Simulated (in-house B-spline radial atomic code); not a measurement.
Computed with a B-spline radial atomic code. Model: two electrons, singlet ground state, non-relativistic, full CI in B-splines with partial waves to l = 8 (at full coupling up to 3e-4 hartree above the limit, correlation up to 0.6 % small), density held at that of full coupling by Lieb maximisation.

Along the adiabatic connection the electron repulsion is scaled by a coupling λ while a local potential keeps the density fixed. At λ = 0 the system is the Kohn-Sham one and W equals the exchange energy; the exchange-correlation energy is the area under W between 0 and 1. The kinetic energy rises with λ as the electrons avoid each other, with dT/dλ = −λ dW/dλ.

Command:
```bash
python run_ac.py task.json out
```
Settings (lengths in bohr, energies in hartree):
```
potential              dot
strength               0.104
lmax                   8
second                 0.7
```

Time taken, with all properties: 64 s on 1 thread of Intel(R) Xeon(R) Processor @ 2.30GHz, on a shared host.

**W = mean repulsion less Hartree energy, and W of three functionals.**

Given: confinement charge in harmonic well; well frequency 0.104 hartree; nuclear charge 0.7; external potential omega^2 r^2/2 - Z/r.

Computed: LDA exchange minus exact 49.906 millihartree; SCAN exchange minus exact -0.0797 millihartree.

```tsv
coupling	W xc (hartree)	W xc minus exchange (millihartree)	kinetic minus Kohn-Sham (millihartree)	LDA (PW92) W minus its exchange (millihartree)	PBE W minus its exchange (millihartree)	SCAN W minus its exchange (millihartree)
0	-0.35107	0	0	0	0	0
0.02	-0.35292	-1.856	0.02	-9.38	-1.94	-1.81
0.05	?	?	?	?	?	?
0.12	-0.36151	-10.447	0.61	-33.14	-11.37	-9.94
0.25	-0.37121	-20.14	2.39	-52.09	-22.24	-18.95
0.4	-0.38072	-29.657	5.46	-67.81	-32.95	-27.76
0.6	-0.39126	-40.193	10.69	-83.53	-44.85	-37.6
0.8	-0.39992	-48.855	16.73	-95.71	-54.7	-45.81
1	-0.40716	-56.093	23.22	-105.61	-63.03	-52.78
1.4	-0.41855	-67.486	36.78	-120.99	-76.44	-64
2	-0.43064	-79.572	57.09	-137.47	-91.29	-76.28
3	-0.44354	-92.476	88.81	-155.81	-108.24	-89.78
4.5	-0.45497	-103.9	130.87	-173.17	-124.57	-101.78
7	?	?	?	?	?	?
10	-0.47269	-121.62	250.15	-203.2	-153.25	-118.87
```

(1) What belongs in the row 0.05?

(2) What belongs in the row 7?

(3) What is the PBE exchange minus exact?

**Energy parts, natural occupations and partial-wave weights.**

Computed: total energy -0.0537 hartree; exchange energy -0.35107 hartree; initial slope twice GL2 -0.093985 hartree; kinetic part over minus potential part 0.41399; Hartree energy 0.70213 hartree; Kohn-Sham kinetic 0.32222 hartree; Lieb Oxford ratio E_xc over LDA exchange 1.2749.

```
natural  occupation of the shell (electrons)
      s                               1.9205
      p                                    ?
      s                             0.028328
      d                            0.0010056
      p                            0.0005603
      s                           0.00016335
```

(4) What belongs in the row p?

```json
{"wave": "s", "weight": "0.97449"}
{"wave": "p", "weight": "0.024891"}
{"wave": "d", "weight": "0.00053947"}
{"wave": "f", "weight": "?"}
{"wave": "g", "weight": "1.321e-05"}
```

(5) What belongs in the row f?

(6) What is the correlation energy?

(7) What is the kinetic part of the DFT correlation energy?

Results:

(1) W xc (hartree): -0.35562; W xc minus exchange (millihartree): -4.55; kinetic minus Kohn-Sham (millihartree): 0.11; LDA (PW92) W minus its exchange (millihartree): -18.33; PBE W minus its exchange (millihartree): -4.85; SCAN W minus its exchange (millihartree): -4.39.

(2) W xc (hartree): -0.46552; W xc minus exchange (millihartree): -114.46; kinetic minus Kohn-Sham (millihartree): 190.2; LDA (PW92) W minus its exchange (millihartree): -190.53; PBE W minus its exchange (millihartree): -141.1; SCAN W minus its exchange (millihartree): -112.36.

(3) 7.617 millihartree.

(4) occupation of the shell (electrons): 0.049187.

(5) weight: 6.1942e-05.

(6) -0.032871 hartree.

(7) 0.023222 hartree.

Half-way to full coupling W has made 62 % of its drop, against 50 % for a straight line, and second-order (GL2) theory, half the initial slope, overshoots the correlation energy by about 43 %: a marked bend. Over couplings 0 to 1 the errors in E_xc come to about +13 millihartree for LDA, +3.8 millihartree for PBE, +1.9 millihartree for SCAN, so SCAN is nearest. In LDA and PBE and SCAN the errors of exchange and correlation have opposite signs, so the sum is smaller than the larger of the two.
